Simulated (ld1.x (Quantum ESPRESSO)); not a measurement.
**Before and after: PAW potential for germanium**

| Property | Result |
| --- | --- |
| Element | germanium |
| Generator | ld1.x (Quantum ESPRESSO) 7.5 |
| Type | PAW |
| Functional | LDA (PZ) |
| Relativity | scalar-relativistic |
| Frozen core | [Ar] |
| Valence charge | 14 |
| Reference configuration | 3d10 4s2 4p2 |
| Partial waves | 4s (bound): rcut 1.30, rcutus 1.80 bohr; 4s channel at 1.7 Ry: rcut 1.30, rcutus 1.80 bohr; 4p (bound): rcut 1.60, rcutus 2.10 bohr; 4p channel at 1.95 Ry: rcut 1.60, rcutus 2.10 bohr; 3d (bound): rcut 0.95, rcutus 1.15 bohr; 3d channel at -1.8 Ry: rcut 0.95, rcutus 1.15 bohr; 4f channel at 0.4 Ry: rcut 1.70, rcutus 2.05 bohr |
| Local potential | all-electron potential smoothed inside 1.85 bohr (lloc = -1) |
| Core correction | Bessel-smoothed model core inside 0.60 bohr |
| Augmentation charge | BESSEL, radius 1.05 bohr |

Change: waves 3d (bound): rcut 0.95, rcutus 1.70 bohr; 3d channel at -1.8 Ry: rcut 0.95, rcutus 1.70 bohr.

Cutoffs: the cutoffs (Ry, on a coarse ladder) from which the occupation-weighted sum of valence levels, in a spherical-Bessel basis at the reference potential, stays within 10 and 1 mRy of its value at 400 Ry; they do not see the model core or the augmentation charge, which bear on the density cutoff. Errors are all-electron minus pseudo energies relative to the spin-unpolarised reference configuration.

Predict the effect on cutoff, ghosts and configuration errors.

The potential gets softer (120 Ry and 180 Ry → 40 Ry and 60 Ry); the number of tests that count goes from 9 to 8; of the 8 tests that both files solve, the error grows in 3 and shrinks in 0 by more than 15 % and 0.3 meV (median size 1.4 → 1.6 meV); neither file shows a bound ghost at the reference potential, the only one tested. A larger radius leaves more room for a smooth pseudo-wave, so fewer plane waves are needed. More of the atom is replaced by a form fitted at one configuration, so other configurations suffer.

```tsv
quantity	base	changed
cutoff, loose	120 Ry	40 Ry
cutoff, tight	180 Ry	60 Ry
loose cutoff by channel (10 mRy a level)	s 6 Ry, p 6 Ry, d 70 Ry	s 6 Ry, p 6 Ry, d 30 Ry
bound ghosts	none	none
tests counted (converged, no solver errors)	9 of 9	8 of 9
error for 3d10 4s2 4p1, meV [ΔE 7.64 eV]	-0.9	-1.1
error for 3d10 4s2 4p0, meV [ΔE 23.35 eV]	-2.8	-3.5
error for 3d10 4s1 4p0, meV [ΔE 58.57 eV]	-9.0	-12
error for 3d10 4s1 4p2, meV [ΔE 16.41 eV]	-1.9	-2.0
error for 3d10 4s2 4p2.3, meV [ΔE -0.93 eV]	+0.1	+0.1
error for 3d9 4s2 4p3, meV [ΔE 29.72 eV]	-247	-349
error for 3d10 4s2 4p2 (spin-polarised), meV [ΔE -0.56 eV]	0.0	-0.1
error for 3d10 4s2 4p1 (spin-polarised), meV [ΔE 7.45 eV]	-1.0	-1.1
s: phases at 2.29 bohr within 0.05 rad from the reference energy up to (Ry; the scan ends near 5)	4.9	4.9
p: phases at 2.29 bohr within 0.05 rad from the reference energy up to (Ry; the scan ends near 5)	to the end of the scan	to the end of the scan
d: phases at 2.29 bohr within 0.05 rad from the reference energy up to (Ry; the scan ends near 5)	to the end of the scan	to the end of the scan
f: phases at 2.29 bohr within 0.05 rad from the reference energy up to (Ry; the scan ends near 5)	to the end of the scan	to the end of the scan
lowest overlap eigenvalue by channel	s 0.41, p 0.62, d 1.00, f 0.85	s 0.41, p 0.62, d 0.50, f 0.85
```

Changed file: Tests not counted: 3d10 4s0 4p0 (solver errors, printed error -1713 eV).
